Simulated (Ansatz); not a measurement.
Molecule: ZrH₃, net charge 0, doublet state. The spin state was set by rule; other spins were not relaxed. SMILES: [ZrH3]
Structure (B3LYP-D3(BJ)/def2-TZVP (Ansatz, a program for electronic structure) minimum search):
```xyz
4

Zr     0.0201     0.0028    -0.0084
H      0.4733    -0.5595     1.7076
H     -0.6404     1.7340    -0.1901
H     -0.6363    -1.2860    -1.1809
```
Charge 0, spin multiplicity 2.

Wanted: atomisation energy (electronic, to ground-state atoms), in kcal/mol. Correlated levels leave the core frozen unless marked. Open shells are spin-unrestricted. No spin-orbit coupling. Frozen are the shells of the preceding noble gas and the d and f shells that filled before the atom's block. In def2 rows, elements after Kr have scalar-relativistic effective core potentials. STO-3G rows are all-electron and non-relativistic. The coupled-cluster limit lacks core correlation, which all-electron functionals hold. CBS(X,Y): correlation extrapolated as X^-3; Hartree-Fock from the larger set.

| level | program | atomisation energy (kcal/mol) |
|---|---|---|
| PBE/def2-TZVPD | Ansatz | 209.8 |
| BLYP-D3(BJ)/def2-TZVPD | Ansatz + dftd3 | 214.5 |
| B3LYP-D3(BJ)/def2-TZVPD | Ansatz + dftd3 | 214.1 |
| B3LYP-D4/def2-TZVPD | Ansatz + dftd4 | 214.5 |
| PBE0/STO-3G | Ansatz | 298.1 |
| PBE0-D3(BJ)/def2-TZVP | Ansatz + dftd3 | 207.8 |
| PBE0-D4/def2-TZVPD | Ansatz + dftd4 | 208.2 |
| PBE0/def2-TZVP | Ansatz | 207.0 |
| PBE0/def2-QZVPP | Ansatz | 208.8 |
| BHLYP-D3(BJ)/def2-TZVPD | Ansatz + dftd3 | 207.6 |
| r2SCANh/def2-TZVPD | Ansatz | 210.4 |
| HSE06/def2-TZVPD | Ansatz | 207.0 |
| B2GP-PLYP-D4/def2-TZVPD | Ansatz + dftd4 | 203.4 |
| RPA@PBE/def2-QZVPP | Ansatz | (withheld) |
| SCS-MP2/def2-SVP | Ansatz | 193.5 |
| SCS-MP2/def2-TZVPPD | Ansatz | 204.4 |
| CCSD/def2-TZVPPD | Ansatz | 204.5 |
| CCSD/def2-QZVPPD | Ansatz | 207.6 |
| CCSD(T)/CBS(def2-TZVPPD,def2-QZVPPD) | Ansatz | 208.8 |

Q: Complete the blanks.

A: 
- RPA@PBE/def2-QZVPP, atomisation energy (kcal/mol): 207.2
